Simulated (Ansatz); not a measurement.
`[OH][Ge][OH]`. Total charge 0; spin multiplicity 1.

```xyz
5

O     1.368   -0.257   -0.175
Ge   -0.140   -0.921   -0.872
O    -1.402    0.035   -0.037
H     1.306    0.443    0.481
H    -1.132    0.700    0.602
```

Problem. What are the harmonic wavenumbers in cm⁻¹ at PBE0-D4/def2-TZVP (Ansatz, finite differences of forces, unscaled)? (Best estimate.)

Solution. Ansatz gave: 270, 309, 432, 661, 684, 686, 837, 3865, 3866.

Problem. Is this a minimum?

Solution. Yes, all 9 modes are real.

Problem. Give the ideal-gas thermochemistry at 298.15 K and 1 bar (rigid rotor, harmonic oscillator; point group C2v, symmetry number 2).

Solution. Zero-point energy 69.4 kJ/mol; H(298) − E = 83.5 kJ/mol; entropy 281.9 J/(mol·K), of which translation 167.1, rotation 93.9, vibration 20.9; G(298) − E = -0.5 kJ/mol.

Problem. Rotational constants (cm⁻¹)?

Solution. 0.4981, 0.2583, 0.1701.
